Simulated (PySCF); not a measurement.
Compound: C7H9O2P.
Cartesian coordinates in Å at the PBE0-D3(BJ)/def2-SVP level; atoms count from 1:
```
atom  x, y, z in Å
C1    -2.7340    1.1916    0.2477
C2    -1.4221    0.6246   -0.2338
C3    -1.3846   -0.8705   -0.6763
P4    -0.5009   -0.4901    0.8333
O5    -0.9046   -0.9002    2.2132
C6     1.2518   -0.3803    0.5513
C7     2.0194   -0.0904   -0.6277
C8     3.3220   -0.1361   -0.2366
O9     3.4122   -0.4296    1.0784
C10    2.1652   -0.5780    1.5502
H11   -2.5846    2.1728    0.7215
H12   -3.1956    0.5319    0.9982
H13   -3.4445    1.3154   -0.5856
H14   -0.8281    1.2997   -0.8630
H15   -0.8446   -1.1306   -1.5931
H16   -2.3265   -1.4176   -0.5525
H17    1.6491    0.1199   -1.6288
H18    4.2620    0.0109   -0.7620
H19    2.0495   -0.8237    2.6026
```

All values: PBE0/pcSseg-1 (PySCF, non-relativistic), on one gas-phase PBE0-D3(BJ)/def2-SVP geometry that isn't relaxed in the solvent. The solvent is an IEF-PCM continuum (van der Waals radii × 1.2). The model holds no explicit solvent molecules, cavitation or dispersion.

Gas phase at PBE0/pcSseg-1: HOMO -6.85 eV, LUMO -0.36 eV, dipole 4.18 D.

Q: What does the continuum do to the energy, the frontier levels and the dipole at PBE0/pcSseg-1 in chloroform and acetone?

A: 
| solvent | ε | E(solvent) − E(gas) (kcal/mol) | polarisation term (kcal/mol) | distortion of the solute (kcal/mol) | HOMO (eV) | LUMO (eV) | dipole (D) |
| --- | --- | --- | --- | --- | --- | --- | --- |
| chloroform | 4.711 | -6.95 | -7.84 | 0.89 | -6.85 | -0.26 | 5.22 |
| acetone | 20.49 | -9.27 | -10.94 | 1.67 | -6.86 | -0.25 | 5.64 |

The first energy column is the sum of the next two and covers electrostatics alone. From chloroform to acetone the lowering changes by a factor 1.33, Onsager's factor (ε − 1)/(2ε + 1) by 1.30 and ε itself by 4.3.

Q: Which radius a makes the point-dipole formula ΔE = −[(ε − 1)/(2ε + 1)]·μ²/a³ give the value in acetone, with the gas-phase dipole?

A: μ = 1.645 au and |ΔE| = 0.01477 Eh give a = 2.33 Å; the farthest nucleus lies 4.36 Å from the centroid of the nuclei, so such a sphere wouldn't even hold the nuclei. The formula assumes a rigid point dipole at the centre of a sphere.

Q: Give the dipole vector in the frame of the coordinates (D, pointing from negative to positive charge), gas and acetone.

A: Gas (1.24, 1.34, -3.76), solvent (1.43, 1.76, -5.16). Its length changes by +35 % and its direction by 3°.

Q: Which Hirshfeld charges (PBE0/pcSseg-1) respond most in acetone (means over atoms taken as equivalent)?

A: 
```csv
atoms,environment,gas (e),solvent (e),change
O5,phosphoryl oxygen,-0.394,-0.446,-0.052
H17,aromatic hydrogen,+0.061,+0.074,+0.013
H14,methine hydrogen,+0.045,+0.057,+0.012
H15,methylene hydrogen,+0.049,+0.061,+0.012
H18,aromatic hydrogen,+0.071,+0.081,+0.010
C10,aromatic CH next to a ring oxygen,+0.031,+0.024,-0.007
```

Q: Which Mayer bond orders change most in acetone?

A: 
```csv
bond,length (Å),gas,solvent,change
P4–O5,1.495,1.850,1.777,-0.073
C3–P4,1.790,0.894,0.918,+0.024
P4–C2,1.797,0.838,0.858,+0.020
C10–C6,1.368,1.596,1.580,-0.016
C8–O9,1.350,1.072,1.061,-0.011
C3–H15,1.095,0.930,0.923,-0.007
C3–H16,1.096,0.939,0.933,-0.006
P4–C6,1.779,0.841,0.846,+0.005
```
